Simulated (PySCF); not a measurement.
B3LYP has the VWN-RPA correlation part, as in Gaussian. Excitations are Tamm–Dancoff values on a coarser integration grid. The basis has no diffuse functions, so Rydberg states are missing or too high.

Cartesian coordinates (Å):
SMILES: c1cc(C=O)ccc1C=O
```xyz
16

O     -3.2970    -0.6602    -1.5469
C     -2.8134    -0.0490    -0.6236
C     -1.3622    -0.0237    -0.3024
C     -0.4584    -0.7439    -1.0998
C      0.8990    -0.7186    -0.7966
C      1.3622     0.0240     0.3021
C      2.8133     0.0484     0.6240
O      3.2968     0.6597     1.5474
C      0.4585     0.7445     1.0993
C     -0.8989     0.7192     0.7961
H     -3.4532     0.5563     0.0698
H     -0.8496    -1.3113    -1.9465
H      1.6137    -1.2752    -1.4096
H      3.4530    -0.5579    -0.0684
H      0.8498     1.3119     1.9460
H     -1.6137     1.2757     1.4091
```
Charge 0, spin multiplicity 1.

Problem. Predict the LUMO, HOMO, T1 excitation (TDA), S1–T1 gap (TDA) and total energy from B3LYP-D3(BJ)/def2-SVP in PySCF 2.14.0.

Solution. 
```
Quantity                   Result
-------------------  ------------
LUMO                     -2.84 eV
HOMO                     -7.44 eV
T1 excitation (TDA)       2.90 eV
S1–T1 gap (TDA)           0.46 eV
total energy         -458.5926 Ha
```
